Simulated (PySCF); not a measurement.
How the method changes the constants of OsS

State: quintet, unpaired electrons π ↑↑, δ ↑↑, a mixture of terms (⟨Lz²⟩ = 0.3). Set-up: basis Os def2-TZVPP with ECP60, S def2-TZVPP; scalar-relativistic core potentials; PySCF 2.14. De refers to Os (5d6 6s2) + S in their high-spin ground configurations, without counterpoise correction. The functionals are run spin-unrestricted. A positive dipole means Os(−)S(+). Levels whose curve was spin-contaminated or gave no clean fit are not listed.

```json
{"Level": "ROHF-CCSD", "Re (Å)": "2.082", "ωe (cm⁻¹)": "545", "De (eV)": "3.60", "μ (D)": "n/a", "CPU s a point (SCF and correlation, without the integrals)": "n/a"}
{"Level": "PBE", "Re (Å)": "2.091", "ωe (cm⁻¹)": "523", "De (eV)": "n/a", "μ (D)": "-2.37", "CPU s a point (SCF and correlation, without the integrals)": "6.1"}
{"Level": "revPBE", "Re (Å)": "2.098", "ωe (cm⁻¹)": "515", "De (eV)": "n/a", "μ (D)": "-2.51", "CPU s a point (SCF and correlation, without the integrals)": "5.4"}
{"Level": "BP86", "Re (Å)": "2.094", "ωe (cm⁻¹)": "520", "De (eV)": "n/a", "μ (D)": "-2.30", "CPU s a point (SCF and correlation, without the integrals)": "3.2"}
{"Level": "r²SCAN", "Re (Å)": "2.083", "ωe (cm⁻¹)": "535", "De (eV)": "n/a", "μ (D)": "-2.94", "CPU s a point (SCF and correlation, without the integrals)": "18"}
{"Level": "M06-2X", "Re (Å)": "2.066", "ωe (cm⁻¹)": "547", "De (eV)": "n/a", "μ (D)": "-3.13", "CPU s a point (SCF and correlation, without the integrals)": "12"}
{"Level": "ωB97X-V", "Re (Å)": "2.067", "ωe (cm⁻¹)": "566", "De (eV)": "n/a", "μ (D)": "-3.31", "CPU s a point (SCF and correlation, without the integrals)": "10"}
{"Level": "B2PLYP", "Re (Å)": "2.089", "ωe (cm⁻¹)": "533", "De (eV)": "n/a", "μ (D)": "-3.54", "CPU s a point (SCF and correlation, without the integrals)": "4.3"}
```

Problem. What does the step from GGA to meta-GGA do here, going from PBE to r²SCAN?

Solution. r²SCAN less PBE: -0.8 pm in Re, +2.3 % in ωe. 

Correlated steps freeze 5 core orbitals. De is left out where the level can put another filling of the metal’s s and d shells below the measured ground configuration, by anything from nothing to about 1 eV. These are scalar-relativistic numbers at best; spin–orbit coupling would shift them, the dissociation energy most. B2PLYP dipoles, levels and charges come from its SCF part alone. The CCSD T1 diagnostic is raised, a sign that a single reference may not be enough here. The state is the lowest single determinant that the PBE0 search found; with open d or f shells the true ground state can be another one.

The whole job (state search and all levels along the bond) took about 32 min on 2 threads of Arm Neoverse V1 (shared host), peak memory 4 GiB.
